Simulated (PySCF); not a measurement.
## C₆ coefficients of unlike pairs at BHandHLYP

Calculated with PySCF 2.14 from the dipole response of each species, C₆(A,B) = (3/π) ∫ α_A(iu) α_B(iu) du, in atomic units, from isotropic polarisabilities. For ions this is the dispersion term alone; charge-induced terms of lower order in 1/R come first.

```
species      configuration                          basis     relativity  α (bohr³)  C₆ (like pair)
      V  [Ar] 3d3 4s2 (4F)  aug-cc-pVQZ-DK (9s8p6d4f3g2h)  spin-free X2C      92.53            1005
   Ar²⁺  [Ne] 3s2 3p4 (3P)   aug-cc-pV(Q+d)Z (7s6p5d3f2g)           none      4.788           16.76
    F²⁺  [He] 2s2 2p3 (4S)           dyall-av2z (11s7p2d)           none      1.210           1.516
```

Q: Estimate C₆ for F²⁺ with Ar²⁺.

A: The integral gives 4.911. The combination rule 2 C_A C_B / (C_A α_B/α_A + C_B α_A/α_B) gives 4.965 and the geometric mean 5.041.

No spin-orbit coupling is included.

The other pairs:

```tsv
pair	C₆
F²⁺, V	25.48
Ar²⁺, V	95.79
```
